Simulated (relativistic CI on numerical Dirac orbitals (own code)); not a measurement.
Tb²⁴⁺: sensitivity of the levels to the model

Base calculation: Dirac-Coulomb-Breit CI, separate exchange-only KLI orbitals for each configuration, model QED (radiative potential, 1s self-energy scaled to tabulated hydrogen-like ionisation energies), unscaled Slater integrals.

CI space (outside the closed core [Ar] 3d10): 4s2 4p6 4d5, 4s2 4p5 4d6, 4s2 4p6 4d4 4f, 4s 4p6 4d6, 4s2 4p5 4d5 4f, 4s 4p6 4d5 4f, 4s2 4p6 4d4 5s, 4s2 4p6 4d4 5p, 4s2 4p6 4d3 4f 5s, 4s2 4p6 4d4 5d, 4s2 4p5 4d5 5s, 4s2 4p6 4d3 5s 5p, 4s2 4p6 4d4 5f, 4s2 4p6 4d4 5g, 4s2 4p6 4d4 6s, 4p6 4d6 4f, 4s2 4p6 4d4 6p, 4s 4p6 4d5 5p, 4p6 4d7, 4p5 4d8, 4p5 4d7 4f, 4s2 4p6 4d3 5s2, 4s2 4p6 4d2 4f 5s2, 4s2 4p5 4d3 4f 5s2, 4s 4p6 4d3 4f 5s2. Double excitations out of closed p, d and f shells are left out; levels of such configurations are missing from the list, as are those of other unlisted configurations, and high levels can miss mixing partners. These lack a partner that the ground configuration has and come out too high: 4s2 4p5 4d5 5s.

The lowest level and the first level of each name with at least 55 % of one term (blank where a level has no safe partner in the second run):

```tsv
Level	Base (cm⁻¹)	Shift (cm⁻¹)
4s2 4p6 4d5 6S_5/2	0	0
4s2 4p6 4d5 4G_9/2	88450	+2953
4s2 4p6 4d5 2I_11/2	132243	+4863
4s2 4p6 4d5 4D_1/2	144064	+1797
4s2 4p6 4d5 2I_13/2	145477	+5883
4s2 4p6 4d5 2G_7/2	175475	+4258
4s2 4p6 4d5 2S_1/2	199665	+2017
4s2 4p6 4d5 2H_11/2	225235	+2062
4s2 4p6 4d5 2P_3/2	266604	+1008
4s2 4p6 4d5 2P_1/2	300321	+2053
4s2 4p5 4d6 6F°_11/2	1058689	-27261
4s2 4p5 4d6 6F°_9/2	1112812	-27696
4s2 4p5 4d6 4H°_13/2	1139577	-27547
4s2 4p5 4d6 4I°_15/2	1170280	-26763
```

At this charge energies of transitions that change n are usually good to better than 1 %, and those within a shell (Δn = 0) to a few per cent. Terms inside the open d or f shell come out 10 to 20 % too wide with unscaled integrals.

(1) One thing was changed in a second run, which moved the levels as shown. Which?
A. QED terms removed
B. Breit term removed
C. one mean potential for all configurations
D. only the first 3 configurations

Answers

(1) D. Only the first 3 configurations. With fewer configurations the levels that remain lose their mixing partners.

LS names give the leading component of a level, which can be under half, so a name can repeat, a term be missing and a line seem to break the LS rules.
